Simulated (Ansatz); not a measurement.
Relaxation of BrF₄H₃W (9 atoms, charge 0, multiplicity 1), to a largest force component of 0.03 eV/Å in at most 50 steps.

All numbers below come from RKS PBE/def2-SVP in Ansatz 0.2.0.

```xyz
9
Properties=species:S:1:pos:R:3:forces:R:3
W 0.321 0.345 -0.208 0.42 0.44 0.02
H -0.221 -0.269 2.604 -1.23 -1.31 -0.36
F 1.903 -0.100 -1.104 0.00 -0.01 0.00
F -0.120 1.887 -1.172 -0.01 0.00 0.00
F -1.419 0.389 0.448 -0.01 -0.01 0.00
F 0.338 -1.398 0.441 -0.01 -0.01 0.01
H -0.235 -0.257 -1.709 -0.03 -0.03 -0.01
Br 1.770 1.868 1.239 -0.21 -0.22 -0.38
H 0.245 0.226 2.844 1.09 1.16 0.72
```

Q: Where does it end, and by what steps?

A: It converged. After 7 steps the energy has fallen by 0.215 eV; H2 moved furthest, 0.89 Å.

```
step  energy less start (eV)  largest force component (eV/Å)  accepted
   0                  0.0000                           1.315       yes
   1                 -0.1226                           0.153       yes
   2                 -0.1753                           0.197       yes
   3                 -0.2006                           0.065       yes
   4                 -0.2071                           0.052       yes
   5                 -0.2130                           0.080       yes
   6                 -0.2139                           0.070       yes
   7                 -0.2147                           0.022       yes
```

```xyz
9
Properties=species:S:1:pos:R:3
W 0.391 0.428 -0.470
H -0.415 -0.528 3.432
F 1.922 -0.037 -1.433
F -0.054 1.920 -1.502
F -1.305 0.530 0.283
F 0.476 -1.242 0.340
H -0.295 -0.315 -1.873
Br 1.795 1.893 0.995
H 0.069 0.040 3.612
```

Whether the end is a true minimum wasn't checked by a vibrational analysis.

Time of the run: 15 s on 4 threads of Arm Neoverse V2 (shared host), peak memory 0.2 GiB.
